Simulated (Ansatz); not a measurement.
**Pulling the pair apart**

The pair of Li⁺ (SMILES [Li+], atom 1) and SiH4O (SMILES [SiH3]O, atoms 2–7), both closed shells, in one local arrangement (a lower one may exist), relaxed at PBE0-D4/def2-TZVP:

| atom | x (Å) | y (Å) | z (Å) |
| --- | --- | --- | --- |
| Li1 | -1.8297 | -0.3412 | -1.5501 |
| Si2 | 0.7562 | 0.0253 | 0.1825 |
| O3 | -0.9557 | 0.0261 | -0.0003 |
| H4 | 1.1112 | -1.0078 | 1.1735 |
| H5 | 1.1764 | -0.3281 | -1.1926 |
| H6 | 1.1756 | 1.3826 | 0.5792 |
| H7 | -1.4341 | 0.2430 | 0.8079 |

SiH4O is shifted rigidly along the line between the mean atom positions of the two fragments (negative: closer). Counterpoise interaction energies in kcal/mol. Ansatz 0.2.0; basis: def2-TZVPPD; cores frozen in the correlated methods. The outer core shell of Li, Na, Mg and K is correlated.

| shift (Å) | HF | PBE-D4 | MP2 |
| --- | --- | --- | --- |
| -0.18 | -35.08 | -33.17 | -31.72 |
| -0.09 | -37.34 | -35.50 | -34.31 |
| 0.00 | -37.99 | -36.27 | -35.29 |
| 0.09 | -37.57 | -36.00 | -35.17 |
| 0.22 | -35.86 | -34.55 | -33.86 |
| 0.45 | -31.18 | -30.49 | -29.76 |
| 0.91 | -22.17 | -22.64 | -21.35 |
| 1.82 | -11.51 | -11.34 | -10.96 |

(1) What does CCSD(T) give at these shifts? (Judge from chemistry; the value comes from the calculation.)

T1 diagnostic: at most 0.011.

Answers

(1) The calculation gives: -32.02, -34.54, -35.46, -35.28, -33.90, -29.71, -21.22, -10.87 kcal/mol. For zero shift, CCSD(T) at an estimated basis limit (MP2 extrapolated from triple and quadruple zeta, plus CCSD(T) − MP2 in triple zeta) gives -36.56 kcal/mol. These are counterpoise interaction energies, counted from the two frozen fragments.

For scale, one of the runs: CCSD(T)/def2-TZVPPD, 178 basis functions (an equivalent command: `ansatz run in.yaml --threads 2`). Time: 21 s of wall clock on 2 CPU threads; the host was shared. Peak host memory: 1.6 GiB.
